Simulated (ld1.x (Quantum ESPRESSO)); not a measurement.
## What one change does to a pseudopotential (C, TM)

```json
{"Element": "C", "Generator": "ld1.x (Quantum ESPRESSO) 7.5", "Type": "norm-conserving Troullier–Martins (Kleinman–Bylander form)", "Functional": "BLYP", "Relativity": "non-relativistic", "Frozen core": "[He]", "Valence charge": "4", "Reference configuration": "2s2 2p1.5 (charge +0.5)", "Partial waves": "2p (bound): rc 1.55 bohr; 2s (bound): rc 1.25 bohr", "Local potential": "the s channel", "Core correction": "a·sin(br)/r model core inside 1.15 bohr"}
```

Change: wave 2s (bound): rc 1.25 bohr becomes 2s (bound): rc 0.78 bohr.

Cutoffs: the cutoffs (Ry, on a coarse ladder) from which the occupation-weighted sum of valence levels, in a spherical-Bessel basis at the reference potential, stays within 10 and 1 mRy of its value at 400 Ry; they do not see the model core or the augmentation charge, which bear on the density cutoff. Errors are all-electron minus pseudo energies relative to the spin-unpolarised reference configuration.

Task: Predict the effect on cutoff, ghosts and configuration errors.

Result: The potential gets harder (45 Ry and 80 Ry → 110 Ry and 230 Ry); of the 7 tests that both files solve, the error grows in 6 and shrinks in 0 by more than 15 % and 0.3 meV (median size 27.3 → 61.0 meV); neither file shows a bound ghost. A smaller radius makes the pseudo-wave follow the all-electron one further in, where it bends more sharply, so more plane waves are needed. That the errors move this way runs against the usual rule that smaller radii transfer better.

```csv
quantity,base,changed
"cutoff, loose",45 Ry,110 Ry
"cutoff, tight",80 Ry,230 Ry
loose cutoff by channel (10 mRy a level),"p 35 Ry, s 30 Ry","p 35 Ry, s 90 Ry"
bound ghosts,none,none
"error for 2s2 2p2, meV [ΔE -3.94 eV]",+2.0,+3.2
"error for 2s2 2p1, meV [ΔE 6.89 eV]",+6.3,+9.3
"error for 2s2 2p0, meV [ΔE 31.07 eV]",+148,+210
"error for 2s1 2p0, meV [ΔE 79.20 eV]",+368,+412
"error for 2s1 2p3, meV [ΔE 4.43 eV]",+27,+61
"error for 2s1 2p2, meV [ΔE 15.52 eV]",+7.9,+30
"error for 2s0 2p4, meV [ΔE 12.83 eV]",+76,+167
s: phases at 1.69 bohr within 0.05 rad from the reference energy up to (Ry; the scan ends near 5),4.5,4.5
p: phases at 1.69 bohr within 0.05 rad from the reference energy up to (Ry; the scan ends near 5),4.2,4.1
```
